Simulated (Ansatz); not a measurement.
Consider the redistribution: `N[SiH]([SiH3])BF` + `ClC[SiH2]Cl` → `FB[SiH2][SiH3]` + `N[SiH](Cl)CCl`.

Gas-phase electronic energies from Ansatz, PBE0-D4/def2-TZVP geometries. CCSD(T)/CBS adds triple-zeta CCSD(T) − MP2 to the extrapolated MP2 energy (def2 sets, frozen cores). DFT in def2-TZVPP. B3LYP here is the variant with VWN-RPA as its local correlation; programs differ in this. One conformer a species, not always the lowest.

```json
{"level": "PBE-D4", "ΔE (kJ/mol)": "-33.1", "difference from CCSD(T)/CBS": "0.4"}
{"level": "r2SCAN-D4", "ΔE (kJ/mol)": "-35.1", "difference from CCSD(T)/CBS": "-1.6"}
{"level": "PBE0-D4", "ΔE (kJ/mol)": "-34.0", "difference from CCSD(T)/CBS": "-0.5"}
{"level": "B3LYP-D4", "ΔE (kJ/mol)": "-33.0", "difference from CCSD(T)/CBS": "0.5"}
{"level": "ωB97X-V", "ΔE (kJ/mol)": "-33.5", "difference from CCSD(T)/CBS": "0.0"}
{"level": "ωB97M-V", "ΔE (kJ/mol)": "-34.8", "difference from CCSD(T)/CBS": "-1.3"}
{"level": "B2PLYP", "ΔE (kJ/mol)": "-31.9", "difference from CCSD(T)/CBS": "1.6"}
{"level": "PBE", "ΔE (kJ/mol)": "-31.3", "difference from CCSD(T)/CBS": "2.2"}
{"level": "r2SCAN", "ΔE (kJ/mol)": "-34.8", "difference from CCSD(T)/CBS": "-1.3"}
{"level": "PBE0", "ΔE (kJ/mol)": "-32.5", "difference from CCSD(T)/CBS": "1.0"}
{"level": "B3LYP", "ΔE (kJ/mol)": "-30.0", "difference from CCSD(T)/CBS": "3.5"}
{"level": "HF/def2-TZVPP", "ΔE (kJ/mol)": "-29.8", "difference from CCSD(T)/CBS": "3.7"}
{"level": "MP2/def2-TZVPP", "ΔE (kJ/mol)": "-34.7", "difference from CCSD(T)/CBS": "-1.2"}
{"level": "SCS-MP2/def2-TZVPP", "ΔE (kJ/mol)": "-32.4", "difference from CCSD(T)/CBS": "1.1"}
{"level": "CCSD/def2-TZVPP", "ΔE (kJ/mol)": "-33.5", "difference from CCSD(T)/CBS": "0.0"}
{"level": "CCSD(T)/def2-TZVPP", "ΔE (kJ/mol)": "-34.3", "difference from CCSD(T)/CBS": "-0.8"}
{"level": "HF/def2-QZVPP", "ΔE (kJ/mol)": "-29.3", "difference from CCSD(T)/CBS": "4.2"}
{"level": "MP2/def2-QZVPP", "ΔE (kJ/mol)": "-34.0", "difference from CCSD(T)/CBS": "-0.5"}
{"level": "SCS-MP2/def2-QZVPP", "ΔE (kJ/mol)": "-31.7", "difference from CCSD(T)/CBS": "1.8"}
{"level": "HF/CBS(def2)", "ΔE (kJ/mol)": "-29.2", "difference from CCSD(T)/CBS": "4.3"}
{"level": "MP2/CBS(def2)", "ΔE (kJ/mol)": "-33.9", "difference from CCSD(T)/CBS": "-0.4"}
{"level": "CCSD/CBS(def2)", "ΔE (kJ/mol)": "-32.7", "difference from CCSD(T)/CBS": "0.8"}
{"level": "CCSD(T)/CBS", "ΔE (kJ/mol)": "-33.5", "difference from CCSD(T)/CBS": "0"}
```

Largest T1 diagnostic among the species: 0.015.

In def2-TZVPP, CCSD(T) changes the Hartree–Fock value by −4.5 kJ/mol (the triples alone add −0.8 kJ/mol) and MP2 by −4.8 kJ/mol.
